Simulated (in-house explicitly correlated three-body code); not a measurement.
Computed with an exponentially correlated three-body code. Model: two electrons around a point charge, non-relativistic, variational in 260 exponentially correlated functions (energies converged to about 1e-7 hartree, or 1e-8 relative for large Z).

Command:
```bash
python run_hyl.py task.json out
```
Settings (lengths in bohr, energies in hartree):
```
Z                      8
screening              4
interaction_strength   1
functions              260
states_tried           1
```

Run time, properties included: 4.1 s on 1 thread of Intel(R) Xeon(R) 6975P-C (Granite Rapids) (shared host).

**Ground state only, binding against the one-electron ion.**

Given: nuclear charge 8; Yukawa screening of all interactions 4 1/bohr.

Computed: one-electron threshold -9.4794894 hartree.

| term | energy (hartree) | binding (eV) |
| --- | --- | --- |
| 1 1S | -17.1782424 | 209.49 |

**Converged states only, values per electron or pair (inverse distances are <exp(-kr)/r>).**

| term | mean r (bohr) | mean r squared (bohr²) | mean inverse r (1/bohr) | mean r12 (bohr) | mean inverse r12 (1/bohr) | mean cosine | mean p1 dot p2 (bohr⁻²) | delta r1 (bohr⁻³) | delta r12 (bohr⁻³) |
| --- | --- | --- | --- | --- | --- | --- | --- | --- | --- |
| 1 1S | 0.23964 | 0.080685 | 3.9502 | 0.35638 | 1.6692 | -0.013274 | 0.55496 | 111.81 | 10.092 |

**Static dipole response.**

```csv
state,polarisability (bohr³)
1 1S,0.0071053
```
